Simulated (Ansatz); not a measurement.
Start from `O=C[NH][GeH3]` and change one atom or group to get `O=C[NH][SbH2]`.

Ansatz, PBE0-D4/def2-TZVP geometries, multiplicity 1. Each molecule was computed in one conformer, which needn't be the lowest.

Elements past krypton have def2 core potentials. Scalar relativity is left out up to krypton.

```
                                        property  `O=C[NH][GeH3]`
               LUMO energy (PBE/def2-TZVPP) / eV            -0.79
            HOMO–LUMO gap (PBE0/def2-TZVPP) / eV             7.98
         HOMO–LUMO gap (ωB97M-V/def2-TZVPP) / eV            12.13
size of the dipole moment (B3LYP/def2-TZVPP) / D             3.45
               HOMO energy (PBE/def2-TZVPP) / eV            -6.06
             HOMO energy (B3LYP/def2-TZVPP) / eV            -7.42
```

**Question.** What does the change do to each property? (Estimate.)

**Answer.** The calculation gave: 
| property | `O=C[NH][SbH2]` | shift |
| --- | --- | --- |
| LUMO energy (PBE/def2-TZVPP) / eV | -1.70 | -0.91 |
| HOMO–LUMO gap (PBE0/def2-TZVPP) / eV | 6.33 | -1.65 |
| HOMO–LUMO gap (ωB97M-V/def2-TZVPP) / eV | 10.18 | -1.95 |
| size of the dipole moment (B3LYP/def2-TZVPP) / D | 3.01 | -0.44 |
| HOMO energy (PBE/def2-TZVPP) / eV | -6.02 | 0.04 |
| HOMO energy (B3LYP/def2-TZVPP) / eV | -7.07 | 0.35 |

With PBE0 the HOMO rises by 0.41 eV and the LUMO falls by 1.23 eV, so the gap narrows by about 1.64 eV. PBE moves the HOMO by 0.04 eV and ωB97M-V by 0.70 eV. The zero-point energy changes by -27.1 kJ/mol with -3 modes. Dipoles are sizes alone; their direction can turn.

B3LYP here is the variant with VWN-RPA as its local correlation; programs differ in this.

Spin–orbit coupling is left out; it splits and shifts lone-pair levels of the heavy atoms by tenths of an eV.
